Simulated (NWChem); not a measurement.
System: ethylenediamine (C₂H₈N₂); SMILES NCCN

Parts of the log:

```
             Northwest Computational Chemistry Package (NWChem) 7.3.0
             --------------------------------------------------------

 C2  symmetry detected

                             Geometry "geometry" -> ""
                             -------------------------

 Output coordinates in angstroms (scale by  1.889725989 to convert to a.u.)

  No.       Tag          Charge          X              Y              Z
 ---- ---------------- ---------- -------------- -------------- --------------
    1 N                    7.0000    -0.16921132     1.84881011    -0.08441707
    2 C                    6.0000     0.51176680     0.56735476    -0.00479463
    3 C                    6.0000    -0.51176680    -0.56735476    -0.00479463
    4 N                    7.0000     0.16921132    -1.84881011    -0.08441707
    5 H                    1.0000     0.50524931     2.60529447    -0.11307398
    6 H                    1.0000    -0.75422755     1.98687739     0.73374855
    7 H                    1.0000     1.15620831     0.46745990     0.88723619
    8 H                    1.0000     1.14550161     0.46378626    -0.88822346
    9 H                    1.0000    -1.14550161    -0.46378626    -0.88822346
   10 H                    1.0000    -1.15620831    -0.46745990     0.88723619
   11 H                    1.0000    -0.50524931    -2.60529447    -0.11307398
   12 H                    1.0000     0.75422755    -1.98687739     0.73374855

 Effective nuclear repulsion energy (a.u.)     132.4107269182

      Symmetry information
      --------------------

 Group name             C2
 Group number              4
 Group order               2
 No. of unique centers     6

                                Z-matrix (autoz)
                                --------

 Units are Angstrom for bonds and degrees for angles

      Type          Name      I     J     K     L     M      Value
      ----------- --------  ----- ----- ----- ----- ----- ----------
    1 Stretch                  1     2                       1.45334
    2 Stretch                  1     5                       1.01390
    3 Stretch                  1     6                       1.01523
    4 Stretch                  2     3                       1.52813
    5 Stretch                  2     7                       1.10499
    6 Stretch                  2     8                       1.09215
    7 Stretch                  3     4                       1.45334
    8 Stretch                  3     9                       1.09215
    9 Stretch                  3    10                       1.10499
   10 Stretch                  4    11                       1.01390
   11 Stretch                  4    12                       1.01523
   12 Bend                     1     2     3               109.93095
   13 Bend                     1     2     7               113.40376
   14 Bend                     1     2     8               108.13080
   15 Bend                     2     1     5               110.34839
   16 Bend                     2     1     6               110.22834
   17 Bend                     2     3     4               109.93095
   18 Bend                     2     3     9               108.55660
   19 Bend                     2     3    10               108.87484
   20 Bend                     3     2     7               108.87484
   21 Bend                     3     2     8               108.55660
   22 Bend                     3     4    11               110.34839
   23 Bend                     3     4    12               110.22834
   24 Bend                     4     3     9               108.13080
   25 Bend                     4     3    10               113.40376
   26 Bend                     5     1     6               107.73602
   27 Bend                     7     2     8               107.81880
   28 Bend                     9     3    10               107.81880
   29 Bend                    11     4    12               107.73602
   30 Torsion                  1     2     3     4         173.31824
   31 Torsion                  1     2     3     9          55.22605
   32 Torsion                  1     2     3    10         -61.89696
   33 Torsion                  2     3     4    11        -178.29610
   34 Torsion                  2     3     4    12          62.82716
   35 Torsion                  3     2     1     5        -178.29610
   36 Torsion                  3     2     1     6          62.82716
   37 Torsion                  4     3     2     7         -61.89696
   38 Torsion                  4     3     2     8          55.22605
   39 Torsion                  5     1     2     7          59.56974
   40 Torsion                  5     1     2     8         -59.94087
   41 Torsion                  6     1     2     7         -59.30699
   42 Torsion                  6     1     2     8        -178.81761
   43 Torsion                  7     2     3     9        -179.98915
   44 Torsion                  7     2     3    10          62.88785
   45 Torsion                  8     2     3     9         -62.86614
   46 Torsion                  8     2     3    10        -179.98915
   47 Torsion                  9     3     4    11         -59.94087
   48 Torsion                  9     3     4    12        -178.81761
   49 Torsion                 10     3     4    11          59.56974
   50 Torsion                 10     3     4    12         -59.30699

  pbe96 is a nonlocal functional; adding pw91lda local functional.

                           NWChem Geometry Optimization
                           ----------------------------

 maximum gradient threshold         (gmax) =   0.000450
 rms gradient threshold             (grms) =   0.000300
 maximum cartesian step threshold   (xmax) =   0.001800
 rms cartesian step threshold       (xrms) =   0.001200
 fixed trust radius                (trust) =   0.300000
 source of zmatrix                         =   autoz

          -------------------
          Energy Minimization
          -------------------

 Using diagonal initial Hessian
 Scaling for Hessian diagonals: bonds = 1.00  angles = 0.25  torsions = 0.10

          --------
          Step   0

                                 NWChem DFT Module
                                 -----------------

 Summary of "ao basis" -> "ao basis" (spherical)
 ------------------------------------------------------------------------------
       Tag                 Description            Shells   Functions and Types
 ---------------- ------------------------------  ------  ---------------------
 N                           6-31g*                  6       14   3s2p1d
 C                           6-31g*                  6       14   3s2p1d
 H                           6-31g*                  2        2   2s

      Symmetry analysis of basis
      --------------------------

        a          36
        b          36

            General Information
            -------------------
          SCF calculation type: DFT
          Wavefunction type:  closed shell.
          No. of atoms     :    12
          No. of electrons :    34
           Alpha electrons :    17
            Beta electrons :    17
          Charge           :     0
          Spin multiplicity:     1
          Use of symmetry is: on ; symmetry adaption is: on
          Maximum number of iterations: 150
          AO basis - number of functions:    72
                     number of shells:    40
          Convergence on energy requested:  1.00D-06
          Convergence on density requested:  1.00D-05
          Convergence on gradient requested:  5.00D-04

              XC Information
              --------------
          PerdewBurkeErnzerhof Exchange Functional  1.000
            Perdew 1991 LDA Correlation Functional  1.000 local
           PerdewBurkeErnz. Correlation Functional  1.000 non-local

             Grid Information
             ----------------
          Grid used for XC integration:  medium
          Radial quadrature: Mura-Knowles
          Angular quadrature: Lebedev.
          Tag              B.-S. Rad. Rad. Pts. Rad. Cut. Ang. Pts.
          ---              ---------- --------- --------- ---------
          N                   0.65       49          11.0       434
          C                   0.70       49           9.0       434
          H                   0.35       45          12.0       434
          Grid pruning is: on
          Number of quadrature shells:   278
          Spatial weights used:  Erf1

      Superposition of Atomic Density Guess
      -------------------------------------

 Sum of atomic energies:        -187.89384510

      Non-variational initial energy
      ------------------------------

 Total energy =    -190.452099
 1-e energy   =    -514.508667
 2-e energy   =     191.645841
 HOMO         =      -0.299108
 LUMO         =       0.117295

      Symmetry analysis of molecular orbitals - initial
      -------------------------------------------------

  Numbering of irreducible representations:

     1 a           2 b

  Orbital symmetries:

     1 b           2 a           3 a           4 b           5 a
     6 b           7 a           8 b           9 a          10 b
    11 a          12 b          13 a          14 b          15 a
    16 b          17 a          18 b          19 a          20 b
    21 a          22 a          23 b          24 a          25 b
    26 b          27 a

[...]

      ----------------------
      Optimization converged
      ----------------------

  Step       Energy      Delta E   Gmax     Grms     Xrms     Xmax
  ---- ---------------- -------- -------- -------- -------- --------
@   13    -190.25017290 -2.1D-07  0.00005  0.00001  0.00038  0.00087
                                     ok       ok       ok       ok

                                Z-matrix (autoz)
                                --------

 Units are Angstrom for bonds and degrees for angles

      Type          Name      I     J     K     L     M      Value     Gradient
      ----------- --------  ----- ----- ----- ----- ----- ---------- ----------
    1 Stretch                  1     2                       1.46909   -0.00003
    2 Stretch                  1     5                       1.02633    0.00000
    3 Stretch                  1     6                       1.02787    0.00001
    4 Stretch                  2     3                       1.53154    0.00005
    5 Stretch                  2     7                       1.11779   -0.00000
    6 Stretch                  2     8                       1.10398   -0.00000
    7 Stretch                  3     4                       1.46909   -0.00003
    8 Stretch                  3     9                       1.10398   -0.00000
    9 Stretch                  3    10                       1.11779   -0.00000
   10 Stretch                  4    11                       1.02633    0.00000
   11 Stretch                  4    12                       1.02787    0.00001
   12 Bend                     1     2     3               110.16180   -0.00000
   13 Bend                     1     2     7               114.60430    0.00001
   14 Bend                     1     2     8               108.59817    0.00001
   15 Bend                     2     1     5               109.25113    0.00000
   16 Bend                     2     1     6               109.01732    0.00000
   17 Bend                     2     3     4               110.16180   -0.00000
   18 Bend                     2     3     9               108.22608   -0.00001
   19 Bend                     2     3    10               108.65437   -0.00001
   20 Bend                     3     2     7               108.65437   -0.00001
   21 Bend                     3     2     8               108.22608   -0.00001
   22 Bend                     3     4    11               109.25113    0.00000
   23 Bend                     3     4    12               109.01732    0.00000
   24 Bend                     4     3     9               108.59817    0.00001
   25 Bend                     4     3    10               114.60430    0.00001
   26 Bend                     5     1     6               105.43322   -0.00000
   27 Bend                     7     2     8               106.36370    0.00000
   28 Bend                     9     3    10               106.36370    0.00000
   29 Bend                    11     4    12               105.43322   -0.00000
   30 Torsion                  1     2     3     4         178.70010    0.00001
   31 Torsion                  1     2     3     9          60.10620    0.00000
   32 Torsion                  1     2     3    10         -54.99555    0.00001
   33 Torsion                  2     3     4    11        -175.79961   -0.00001
   34 Torsion                  2     3     4    12          69.45920   -0.00001
   35 Torsion                  3     2     1     5        -175.79961   -0.00001
   36 Torsion                  3     2     1     6          69.45920   -0.00001
   37 Torsion                  4     3     2     7         -54.99555    0.00001
   38 Torsion                  4     3     2     8          60.10620    0.00000
   39 Torsion                  5     1     2     7          61.31896   -0.00000
   40 Torsion                  5     1     2     8         -57.43404   -0.00001
   41 Torsion                  6     1     2     7         -53.42223   -0.00000
   42 Torsion                  6     1     2     8        -172.17523   -0.00001
   43 Torsion                  7     2     3     9        -173.58945    0.00001
   44 Torsion                  7     2     3    10          71.30881    0.00001
   45 Torsion                  8     2     3     9         -58.48770   -0.00000
   46 Torsion                  8     2     3    10        -173.58945    0.00001
   47 Torsion                  9     3     4    11         -57.43404   -0.00001
   48 Torsion                  9     3     4    12        -172.17523   -0.00001
   49 Torsion                 10     3     4    11          61.31896   -0.00000
   50 Torsion                 10     3     4    12         -53.42223   -0.00000

                         Geometry "geometry" -> "geometry"
                         ---------------------------------

 Output coordinates in angstroms (scale by  1.889725989 to convert to a.u.)

  No.       Tag          Charge          X              Y              Z
 ---- ---------------- ---------- -------------- -------------- --------------
    1 N                    7.0000    -0.20644889     1.86474447    -0.04938172
    2 C                    6.0000     0.50229543     0.57801810    -0.03373820
    3 C                    6.0000    -0.50229543    -0.57801810    -0.03373820
    4 N                    7.0000     0.20644889    -1.86474447    -0.04938172
    5 H                    1.0000     0.47730876     2.62685449    -0.12017204
    6 H                    1.0000    -0.67447444     2.00035659     0.85564233
    7 H                    1.0000     1.20278532     0.44296690     0.82680787
    8 H                    1.0000     1.11544782     0.50263559    -0.94868263
    9 H                    1.0000    -1.11544782    -0.50263559    -0.94868263
   10 H                    1.0000    -1.20278532    -0.44296690     0.82680787
   11 H                    1.0000    -0.47730876    -2.62685449    -0.12017204
   12 H                    1.0000     0.67447444    -2.00035659     0.85564233

 Effective nuclear repulsion energy (a.u.)     131.2227190101

      Symmetry information
      --------------------

 Group name             C2
 Group number              4
 Group order               2
 No. of unique centers     6

                Final and change from initial internal coordinates
                --------------------------------------------------

                                Z-matrix (autoz)
                                --------

 Units are Angstrom for bonds and degrees for angles

[...]
```

Level: PBE/6-31G* (spherical d). 

Q: Reconstruct the input file.

A: This is not unique; one that fits is the input that was run:
```
start job
memory heap 200 mb stack 900 mb global 1100 mb
geometry units angstroms
  N      1.797324     0.399925    -0.245978
  C      0.559008     0.189970     0.485247
  C     -0.567072    -0.159694    -0.486795
  N     -1.764450    -0.523341     0.252290
  H      2.555191     0.604915     0.395586
  H      1.703200     1.190355    -0.876107
  H      0.252088     1.063333     1.088604
  H      0.704662    -0.651781     1.165712
  H     -0.258501    -1.023188    -1.080053
  H     -0.718800     0.688792    -1.178209
  H     -2.507582    -0.783646    -0.386445
  H     -2.090996     0.265499     0.801654
end
basis spherical
  N library 6-31g*
  C library 6-31g*
  H library 6-31g*
end
dft
  xc xpbe96 cpbe96
  iterations 150
end
driver
  maxiter 150
  linopt 0
end
task dft optimize
```
